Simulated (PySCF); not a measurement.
## Electron correlation in Sr (strontium, neutral)

[Kr] 5s2, closed-shell 1S. Computed with PySCF 2.14 in def2-TZVPPD with the def2 core potential (28 electrons) (6s4p3d1f, 40 functions), with scalar relativity through the core potential. Frozen: nothing; 10 electrons correlated.

```csv
level,correlation energy (mhartree)
CCSD,-222.01
(T),-6.48
CCSD(T),-228.49
```

Diagnostics: T1 = 0.019, D1 = 0.0606, largest double amplitude 0.095.

Is a single reference adequate?

Mostly. T1 lies below 0.03, but a double amplitude of this size points to a near-degeneracy that CCSD handles and MP2 describes poorly.

The basis has no tight functions for the innermost shells, so their pair energies are far from complete.

This basis was not built for core-valence correlation, so the inner-shell part is incomplete.
